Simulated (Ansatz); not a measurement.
Reaction (redistribution): `O[B](O)[SbH2]` + `NBCl` → `Cl[BH][SbH2]` + `NB(O)O`

Gas-phase electronic energies from Ansatz, PBE0-D4/def2-TZVP geometries. CBS: MP2 limit from def2 TZ/QZ plus the TZ coupled-cluster correction, frozen cores. This one scheme is used for every species. DFT in def2-TZVPP. B3LYP here is the variant with VWN-RPA as its local correlation; programs differ in this. def2 core potentials past Kr. For Sb outer-core shells are correlated without core-valence functions, which leaves a few kJ/mol of doubt a bond. One conformer a species, not always the lowest.

CCSD(T)/CBS gives +30.6 kJ/mol.

**Question.** Another level gave +29.9 kJ/mol. Which?
A. B3LYP/def2-TZVPP
B. BLYP-D4/def2-TZVPP
C. HF/def2-TZVPP
D. r2SCAN0-D4/def2-TZVPP

**Answer.** D. r2SCAN0-D4 29.9, B3LYP 35.7, BLYP-D4 39.9, HF/def2-TZVPP 23.3 kJ/mol.

Largest T1 diagnostic among the species: 0.015.

Leaving LDA and LC-ωPBE aside and taking each functional with its dispersion term where it has one, the values spread over 10.0 kJ/mol, from r2SCAN0-D4 to BLYP-D4. In def2-TZVPP, CCSD(T) changes the Hartree–Fock value by +8.4 kJ/mol (the triples alone add +1.9 kJ/mol) and MP2 by +9.5 kJ/mol.
